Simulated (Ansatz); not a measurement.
Basis sets compared for the cluster TiSi6⁺. Total charge 1; doublet. Geometry PBE0-D4/def2-SVP. Ansatz on 4 threads of Arm Neoverse V2 on a shared host; times are rough, and most runs start from earlier orbitals.

```xyz
7

Ti   -1.3548    0.8931   -0.0099
Si    0.7828    0.1948   -1.3456
Si   -0.6484   -1.4250   -2.1051
Si   -0.4851   -1.5129    0.1789
Si    1.6234    2.0426   -0.2826
Si   -0.7670   -0.7159    2.3153
Si    0.8489    0.5233    1.2490
```

At PBE-D4/def2-SVP, PBE-D4/def2-TZVP, PBE0-D4/def2-SVP, PBE0-D4/def2-TZVP the charge 1 doublet is spin-contaminated (final ⟨S²⟩ up to 0.98, 0.75 for a pure state). No other spin state of charge 1 was run. Another isomer (doublet) lies 0.71 eV lower at PBE0-D4/def2-TZVP; other spin states weren't run for this one.

```json
{"level": "PBE-D4/def2-SVP", "functions": "139", "energy (Eh)": "-2584.4076", "HOMO (eV)": "-9.50", "LUMO (eV)": "-8.87", "wall time": "13 s"}
{"level": "PBE0-D4/def2-SVP", "functions": "139", "energy (Eh)": "-2584.5454", "HOMO (eV)": "-10.33", "LUMO (eV)": "-7.94", "wall time": "12 s"}
```

Q: Estimate the rows for PBE-D4/def2-TZVP (with forces), PBE0-D4/def2-TZVP.

A: 
```tsv
level	functions	energy (Eh)	HOMO (eV)	LUMO (eV)	wall time
PBE-D4/def2-TZVP (with forces)	267	-2585.1257	-9.33	-8.72	25 s
PBE0-D4/def2-TZVP	267	-2585.2585	-10.19	-7.77	96 s
```
